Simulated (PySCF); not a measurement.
## Variants of one PySCF input: F4Sc⁻

Base input, run as `OMP_NUM_THREADS=1 python input.py` with PySCF 2.14:

```python
from pyscf import gto, scf, mp

mol = gto.M(
    atom='Sc 0 0 0; F 1.5546 0 -1.1014; F 0 1.5546 1.1014; F -1.5546 0 -1.1014; F 0 -1.5546 1.1014',
    basis='3-21g',
    charge=-1,
    spin=0,
    symmetry=True,
    verbose=3,
)
mf = scf.UHF(mol)
mf.kernel()
mp.MP2(mf, frozen=9).kernel()
mf.dip_moment()
print('orbital energies (hartree):', [e[max(0, n-3):n+3].round(4) for e, n in zip(mf.mo_energy, mol.nelec)])
```

Base result: E(SCF) = -1152.061421 Eh, E(MP2) − E(SCF) = -0.65484 Eh. The basis has no diffuse functions, which an anion needs. The basis is very small, so the numbers show the basis as much as the system. The dipole of an ion depends on the origin. No search for the lowest solution was made, and open d or f shells often end in a higher one.

Hardware: Arm Neoverse N1, 1 thread, shared host. Wall time 2.2 s, peak memory 0.15 GiB.

Each row names what differs from the base; energies in brackets are changes from the base.

```tsv
change	result	wall time (s)
geometry: coordinates × 1 → coordinates × 1.5 [stretched restricted solution, likely unstable]	E(SCF) = -1151.476286 Eh (+15.9223 eV), E(MP2) − E(SCF) = -0.68432 Eh	2.2
cycle limit: 50 → 3 [unsound on purpose]	not converged: SCF	2.3
geometry: coordinates × 1 → coordinates × 0.97	E(SCF) = -1152.065100 Eh (-0.1001 eV), E(MP2) − E(SCF) = -0.65415 Eh	2.1
charge: -1 → 0; spin (2S): 0 → 1 [another spin of the ion may lie lower]	E(SCF) = -1151.762639 Eh (+8.1303 eV), E(MP2) − E(SCF) = -0.71548 Eh, ⟨S²⟩ = 0.815, μ(SCF) = 0.00 D	2.1
initial guess: minao → mod_huckel	E(SCF) = -1152.061421 Eh (+0.0000 eV), E(MP2) − E(SCF) = -0.65484 Eh	2.1
geometry: coordinates × 1 → coordinates × 1.25	E(SCF) = -1151.795673 Eh (+7.2314 eV), E(MP2) − E(SCF) = -0.66354 Eh	2.1
spin (2S): 0 → 60 [unsound on purpose]	stops with AssertionError	0.87
geometry: coordinates × 1 → coordinates × 1.12	E(SCF) = -1151.960991 Eh (+2.7328 eV), E(MP2) − E(SCF) = -0.65858 Eh	2.1
functional: none (Hartree–Fock) → m11; SCF type: UHF → UKS; step after the SCF: mp2 → analyze	stops with KeyError ("LibXCFunctional: name 'M11' not found.")	0.88
basis set: 3-21g → pcseg-1 [no diffuse functions for the anion]	E(SCF) = -1157.719976 Eh, E(MP2) − E(SCF) = -0.98557 Eh	5.3
```

**Question.** Order these changes by how far they move the SCF energy from the base, largest first: (1) geometry: coordinates × 1 → coordinates × 0.97; (2) geometry: coordinates × 1 → coordinates × 1.12; (3) geometry: coordinates × 1 → coordinates × 1.25; (4) geometry: coordinates × 1 → coordinates × 1.5.

**Answer.** (4) +15.9223 eV, (3) +7.2314 eV, (2) +2.7328 eV, (1) -0.1001 eV.
